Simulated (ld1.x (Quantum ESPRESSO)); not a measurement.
## Ga: one change to an ultrasoft potential, before and after

* Element: gallium
* Generator: ld1.x (Quantum ESPRESSO) 7.5
* Type: ultrasoft
* Functional: revPBE
* Relativity: scalar-relativistic
* Frozen core: [Ne]
* Valence charge: 21
* Reference configuration: 3s2 3p6 3d10 4s2 4p0.5 (charge +0.5)
* Partial waves: 3s (bound): rcut 0.85, rcutus 1.00 bohr; 4s (bound): rcut 0.85, rcutus 1.00 bohr; 3p (bound): rcut 0.95, rcutus 1.05 bohr; 4p (bound): rcut 0.95, rcutus 1.05 bohr; 3d (bound): rcut 0.80, rcutus 1.05 bohr; 3d channel at -0.9 Ry: rcut 0.80, rcutus 1.05 bohr
* Local potential: all-electron potential smoothed inside 1.05 bohr (lloc = -2)
* Core correction: a·sin(br)/r model core inside 0.65 bohr
* Augmentation charge: PSQ, inside the norm-conserving radii

Change: wave 3d channel at -0.9 Ry: rcut 0.80, rcutus 1.05 bohr becomes 3d channel at -1.43 Ry: rcut 0.80, rcutus 1.05 bohr.

Cutoffs: the cutoffs (Ry, on a coarse ladder) from which the occupation-weighted sum of valence levels, in a spherical-Bessel basis at the reference potential, stays within 10 and 1 mRy of its value at 400 Ry; they do not see the model core or the augmentation charge, which bear on the density cutoff. Errors are all-electron minus pseudo energies relative to the spin-unpolarised reference configuration.

Task: Predict the effect on cutoff, ghosts and configuration errors.

Result: The potential gets neither clearly harder nor softer (140 Ry and 230 Ry → 140 Ry and 230 Ry); of the 7 tests that both files solve, the error grows in 2 and shrinks in 0 by more than 15 % and 0.3 meV (median size 0.6 → 0.6 meV); neither file shows a bound ghost.

```tsv
quantity	base	changed
cutoff, loose	140 Ry	140 Ry
cutoff, tight	230 Ry	230 Ry
bound ghosts	none	none
error for 3s2 3p6 3d10 4s2 4p1, meV [ΔE -2.00 eV]	0.0	+0.1
error for 3s2 3p6 3d10 4s2 4p0, meV [ΔE 3.62 eV]	-0.4	-0.5
error for 3s2 3p6 3d10 4s1 4p0, meV [ΔE 24.60 eV]	-2.2	-2.7
error for 3s2 3p6 3d10 4s1 4p2, meV [ΔE 4.51 eV]	-0.6	-0.6
error for 3s2 3p6 3d10 4s0 4p0, meV [ΔE 55.66 eV]	-4.8	-5.9
error for 3s1 3p6 3d10 4s2 4p1, meV [ΔE 155.75 eV]	-46	-46
error for 3s2 3p6 3d10 4s2 4p1.3, meV [ΔE -2.52 eV]	0.0	0.0
s: phases at 1.14 bohr within 0.05 rad from the reference energy up to (Ry; the scan ends near 5)	to the end of the scan	to the end of the scan
p: phases at 1.14 bohr within 0.05 rad from the reference energy up to (Ry; the scan ends near 5)	to the end of the scan	to the end of the scan
d: phases at 1.14 bohr within 0.05 rad from the reference energy up to (Ry; the scan ends near 5)	to the end of the scan	to the end of the scan
lowest overlap eigenvalue by channel	s 0.16, p 0.16, d 0.91	s 0.16, p 0.16, d 0.86
```
